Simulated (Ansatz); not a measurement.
A made-up structure of Al$_{2}$H$_{3}$Br, closed shell:

```xyz
6
angstrom
Al -1.0255 0.4537 -0.7911
Al 1.0240 -0.1727 0.6818
Br 1.0663 -2.2857 1.5263
H -2.1765 -0.6061 -1.0709
H -1.1676 1.9022 -1.4369
H 1.5203 -3.1607 2.6701
```

It is relaxed with PBE-D4/def2-SVP and then PBE0-D4/def2-TZVP (Ansatz 0.2.0). Atoms count as bonded within 1.22 times the sum of their covalent radii (H–H: 0.88 Å). The end point is not checked to be a true minimum.

(1) Does its bonding change? (Judge from chemistry; the calculation decides.)

Results:

(1) Computed: Yes. Formed: Al1–Br3, H4–H6; broken: Al1–H4, Br3–H6.

Where it ends: The first stage lowers the energy by 3.50 eV in 39 steps. It ends as a complex of Al₂HBr ([Al][Br][AlH]) + H₂:
Al1  (-0.141, 0.170, -0.182)
Al2  (2.487, -0.522, -0.147)
Br3  (0.918, -0.466, 2.000)
H4  (-1.488, -1.745, 0.049)
H5  (-1.594, 0.658, 0.291)
H6  (-0.942, -1.964, -0.432)
(Å)

Labels in which every atom is bracketed show which atoms are joined, not bond orders.

For scale, one of the runs: PBE0-D4/def2-TZVP relaxation, 140 basis functions, launched by `ansatz run in.yaml --threads 2 --pin off --events-out ev --progress --plain --max-ram 4352MiB`. Hardware: 2 CPU threads of an Arm Neoverse V1, shared host. Wall time about 27 s.
